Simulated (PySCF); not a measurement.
C3H6OSi. Atoms are numbered in the order given.

```xyz
11

C      0.3068    -2.4677     0.0000
C      0.7188    -1.1959     0.0000
C     -0.2740    -0.0740     0.0000
O     -1.4737    -0.2820     0.0000
Si     0.2874     1.7760     0.0000
H     -0.7666    -2.6855     0.0000
H      1.0095    -3.3062     0.0000
H      1.7833    -0.9371     0.0000
H      1.7749     1.9033     0.0000
H     -0.2726     2.4212    -1.2189
H     -0.2726     2.4212     1.2189
```

Geometry optimised at ωB97X-D3(BJ)/def2-SVP. Other conformers were not sampled.

Level of theory: B3LYP/def2-TZVP (PySCF).

ESP charges are fitted to the potential on shells at 1.4 to 2.0 van der Waals radii. Atomic charges (e):

```tsv
atom	Mulliken	IAO	ESP fit
C1	-0.19	-0.23	-0.30
C2	-0.18	-0.20	-0.22
C3	0.16	0.13	0.50
O4	-0.29	-0.41	-0.45
Si5	0.24	0.58	0.07
H6	0.15	0.17	0.18
H7	0.13	0.16	0.17
H8	0.12	0.15	0.13
H9	-0.06	-0.14	-0.05
H10	-0.04	-0.11	-0.02
H11	-0.04	-0.11	-0.02
```

Computed Mayer and Wiberg (Löwdin basis) orders of the bonds:
```
bond     Mayer  Wiberg
-------  -----  ------
C1–C2     1.85    2.12
C2–C3     0.97    1.26
C3–O4     1.96    2.62
C3–Si5    0.93    1.04
C1–H6     0.94    0.88
C1–H7     0.96    0.89
C2–H8     0.94    0.83
Si5–H9    0.94    0.95
Si5–H10   0.95    0.95
Si5–H11   0.95    0.95
```
